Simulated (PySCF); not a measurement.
# RuS₄, singlet: computed properties

Method: PySCF, PBE0, basis Ru def2-SVP with ECP28, S def2-SVP (scalar-relativistic core potentials, no spin–orbit coupling, density fitting).

The structure is a minimum.

```xyz
5
charge 0 multiplicity 1, angstrom
Ru    0.0000    0.0000    0.2569
S     0.0000    1.0314   -1.7480
S     1.7407    0.0000    1.3385
S    -1.7407    0.0000    1.3385
S     0.0000   -1.0314   -1.7480
```

```
Point group                                                                   : C2v
Bond lengths                                                                  : Ru–S 2.049 Å (×2), Ru–S 2.255 Å (×2), S–S 2.063 Å
Bond angles                                                                   : Ru–S–S 62.8° (×2), S–Ru–S 54.4°, S–Ru–S 116.3°, S–Ru–S 118.0° (×4)
Lowest empty level                                                            : -4.38 eV
Principal polarisabilities                                                    : 70.4, 111.9, 134.5 bohr³
Atomisation energy without zero-point energy                                  : 1413 kJ/mol
Principal quadrupole moments (Buckingham, traceless) about the centre of mass : -1.22, 0.08, 1.14 D Å
Entropy at 298.15 K and 1 bar                                                 : 354.0 J/(mol K)
Dipole moment                                                                 : 0.45 D
Zero-point energy                                                             : 17.9 kJ/mol
Heat capacity Cp at 298.15 K                                                  : 92.2 J/(mol K)
Highest occupied level                                                        : -6.83 eV
Rotational constants                                                          : 0.0644, 0.04382, 0.03303 cm⁻¹
Rotational symmetry number                                                    : 2
Enthalpy at 298.15 K above 0 K                                                : 19.99 kJ/mol
```

Harmonic modes (masses in u: Ru 101.904, S 31.972):
| symmetry | ω (cm⁻¹) | IR (km/mol) |
| --- | --- | --- |
| b2 | 138 | 1.6 |
| b1 | 150 | 2.7 |
| a2 | 157 | 0.0 |
| a1 | 167 | 0.4 |
| b2 | 313 | 1.3 |
| a1 | 366 | 0.6 |
| a1 | 554 | 3.9 |
| a1 | 566 | 71.0 |
| b1 | 582 | 65.3 |

In C2v the vibrations span 2b2 + 2b1 + a2 + 4a1. The a2 mode carries no infrared intensity, as symmetry demands.

Charges (e):
```json
{"atom": "Ru1", "Mulliken": "-0.03", "Löwdin": "-1.27", "polar tensor": "0.83", "Mayer order to Ru1": "–"}
{"atom": "S2,5", "Mulliken": "0.03", "Löwdin": "0.28", "polar tensor": "-0.09", "Mayer order to Ru1": "1.02"}
{"atom": "S3,4", "Mulliken": "-0.01", "Löwdin": "0.36", "polar tensor": "-0.32", "Mayer order to Ru1": "1.86"}
```
Other Mayer orders above 0.3: S–S 0.50, S–S 1.05.

Mulliken populations on Ru1 (electrons outside its core potential): s 2.45, p 6.67, d 6.89, f 0.02.

Outer orbital energies (eV). occupied: -10.61, -10.53, -9.82, -9.53, -8.40, -7.87, -7.68, -6.83; empty: -4.38, -3.65, -3.35, -3.27.

Other isomers or separated fragments may lie lower.

The final relaxation and frequency run took 110 s on 2 threads of a shared Arm Neoverse N1 host, with 103 basis functions and 13 gradients; the process peaked at 1.4 GiB. Launch command: `OMP_NUM_THREADS=2 python axn.py task.json out`.
